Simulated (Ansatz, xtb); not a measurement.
Energy difference 3 R1 → 3 P1 + P2, each structure at its B3LYP-D3(BJ)/def2-TZVP stationary point, reached from a drawn start (curvature not checked).
R1: C2H6 (SMILES CC), charge 0, multiplicity 1.
P1: CH4 (SMILES C), charge 0, multiplicity 1.
P2: C3H6 (SMILES C1CC1), charge 0, multiplicity 1.

P less R. No zero-point or thermal terms.

Programs: Ansatz (a quantum-chemistry and plane-wave program); xtb for the GFN methods. All values are computed, each at the level named.

Estimate the reaction energy that GFN2-xTB returns for this input.

0.95 eV

Predict the reaction energy from wB97X-V/def2-TZVPP.

1.03 eV

Predict the reaction energy from CAM-B3LYP/def2-TZVPP.

1.02 eV
